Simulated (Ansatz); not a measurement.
A run for Ansatz (a first-principles code): R-BLYP/def2-TZVPP on GeH4OSi (SMILES [OH][Ge][SiH3]), a point of a torsion scan.

Ansatz 0.2 input:
```yaml
crystal:
  periodic: [false, false, false]
  atoms:
    - {symbol: O, position_ang: [2.16771689, -0.00018277, -0.35833840]}
    - {symbol: Ge, position_ang: [1.14267243, -1.36272493, 0.14985898]}
    - {symbol: Si, position_ang: [-1.05963278, -0.24667628, 0.02830521]}
    - {symbol: H, position_ang: [2.31453817, 0.87271491, -0.00791482]}
    - {symbol: H, position_ang: [-1.41302999, 0.10317827, -1.35949401]}
    - {symbol: H, position_ang: [-2.18877346, -1.06767365, 0.49420509]}
    - {symbol: H, position_ang: [-1.21147164, 1.02528845, 0.76214691]}
basis:
  gaussian:
    orbitals: def2-TZVPP
hamiltonian:
  xc: {name: BLYP}
scf: {lower_state_search: off}
```

Q: Give the final energy of this run.

A: -2444.1998 hartree.
